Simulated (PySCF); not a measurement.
An unknown shows these calculated signals:

1H NMR (400 MHz, computed): δ 7.38 (m, 1H), 6.68 (m, 1H), 6.40 (m, 1H), 2.77 (t, 2H), 1.60 (m, 2H), 0.79 (t, 3H).

13C{1H} NMR (computed): δ 163.7 (C), 144.5 (CH), 118.5 (CH), 112.1 (CH), 33.8 (CH2), 30.4 (CH2), 15.2 (CH3).

[PySCF: coordinates at the GFN2-xTB level; σ from GIAO-PBE0/pcSseg-1; relativity neglected; a single conformation; in vacuum; rapidly exchanging positions averaged]

δ = σ(ref) − σ, references computed at the same level: 1H and 13C against TMS.

Problem. Which of these does the molecule contain: a Si–H bond, a heteroaromatic ring, a CH3CH2 unit, a ketone, an amide?

Solution. 
- A Si–H bond: no.
- A heteroaromatic ring: yes.
- A CH3CH2 unit: yes (δC 15.2, 30.4; δH 0.79 (t), 1.60 (m)).
- A ketone: no.
- An amide: no.

The data belong to SMILES C(C)CC1=CC=CO1, C$_{7}$H$_{10}$O; they needn't prove each group on their own.

Carbon signals by region: 1 in the far downfield region (above 160 ppm), 3 in the sp2 and nitrile region (100–160 ppm), 3 below 50 ppm. Above 160 ppm: 163.7, substituted aromatic carbon next to the ring oxygen.

Shifts are as computed. Against solution values, carbons near 30 ppm lie about +3 ppm off and those near 130 ppm about +5 ppm. Of 1211 compounds with measured shifts, 218 miss one by over three times the rms of a fit or turn the order of signals round; such compounds aren't used in these exercises. Multiplicities follow the n + 1 count of equivalent neighbours, as no J values were calculated; m marks all less simple cases, F and P coupling included.
